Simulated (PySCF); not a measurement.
## C5H6F2O: full NMR table

- Formula: C5H6F2O
- SMILES: FC(F)O[C@]12C[C@H]1C2
- InChI: InChI=1S/C5H6F2O/c6-4(7)8-5-1-3(5)2-5/h3-4H,1-2H2/t3-,5-
- Point group of the computed structure: C1
- Degrees of unsaturation: 2
- Carbon signals: 4
- Proton signals: 4

Bonds (- single, = double, # triple, : aromatic): F1-C2 1.330 Å, C2-F3 1.346 Å, C2-O4 1.364 Å, O4-C5 1.371 Å, C5-C6 1.489 Å, C6-C7 1.500 Å, C7-C8 1.500 Å, C7-C5 1.460 Å, C8-C5 1.486 Å. C2 carries H9; C6 carries H10, H11; C7 carries H12; C8 carries H13, H14. Stereochemistry as in FC(F)O[C@]12C[C@H]1C2. H14 is cis to C6 on the ring; H11 is cis to C8 on the ring; H13 is trans to C6 on the ring; H10 is trans to C8 on the ring.

PySCF calculation with J: B3LYP/pcJ-1 (spin–dipole term only in couplings to heteroatoms), shieldings: GIAO PBE0/pcSseg-1 and structure optimised with PBE0-D3(BJ)/def2-SVP; single conformer, non-relativistic, gas phase, averaged over atoms made equivalent by symmetry, fast rotation or ring inversion.

References, each an isolated molecule treated in the same way: 1H (σref 31.27), 13C (σref 184.41) vs TMS; CFCl3 for 19F (σref 177.25); 17O (σref 334.56) vs H2O.

```tsv
carbon	δC, type	δH (multiplicity, J in Hz)	HMBC from (abs. J ≥ 3 Hz)	span of the C tensor (ppm)
C2	123.2, CH	6.04 (t, 85.5)	–	32
C5	47.8, C	–	H10/H13	94
C6/C8	36.6, CH2	H10 2.04 (d, 4.0); H11 1.11 (s)	H10/H13, H12, H11/H14	27
C7	4.3, CH	1.83 (t, 4.0)	–	45
```

Other nuclei:
| atoms | nucleus | environment | δ (ppm) | σ (ppm) |
| --- | --- | --- | --- | --- |
| F1/F3 | 19F | fluorine of a CF2 group | -95.8 | 273.0 |
| O4 | 17O | ether oxygen | 114.9 | 219.6 |

Selected couplings (Hz, signed; the shortest-range and largest first, 30 at most; isotopes 19F, 13C, 1H): 1J(F1,C2) -322.1, 1J(C2,H9) 221.6, 1J(C7,H12) 220.8, 1J(C6,H11) 180.0, 1J(C6,H10) 161.5, 1J(C5,C6) 28.4, 1J(C6,C7) 23.6, 1J(C5,C7) -13.3, 2J(F1,H9) 85.5, 2J(C2,C5) 4.6, 3J(F1,C5) 5.4, 3J(H10,H12) 4.0, 3J(C2,C7) 2.6.

1. Carbon types of the structure: 1 × C, 2 × CH, 2 × CH2, which accounts for all hydrogens.
2. δC 123.2: sp3 CH bonded to 2 F and O; 3 electronegative neighbours deshield it.
3. δC 47.8, 36.6, 4.3: three-membered-ring carbon.
4. δH 6.04: hydrogen on an sp3 CH bonded to 2 F and O; its carbon carries F and O, which withdraws density.
5. δH 2.04, 1.83, 1.11: hydrogen on a three-membered-ring carbon.
6. The protons at 2.04 and 1.83 share a coupling of 4.0 Hz (vicinal).

C–F couplings over four or more bonds (about 3 Hz to the para carbon of a fluoroarene) are left out. Common functionals overestimate the size of one-bond C–F couplings by tens of Hz; these are unscaled. Splittings below 1 Hz are ignored in the labels, and close J values are merged. Unscaled 3J(H,H) at this level run about 10 % above measured values. Shifts are as computed. Against solution values, carbons near 30 ppm lie about +2 ppm off and those near 130 ppm about +5 ppm. Of 1211 compounds with measured shifts, 218 miss one by over three times the rms of a fit or turn the order of signals round; such compounds aren't used in these exercises. Unscaled 19F shifts against computed CFCl3 carry errors that often reach 10 to 50 ppm. Experimental scales use liquid or dissolved standards, which lie at an offset from isolated H2O (liquid H2O: subtract about 36 ppm).
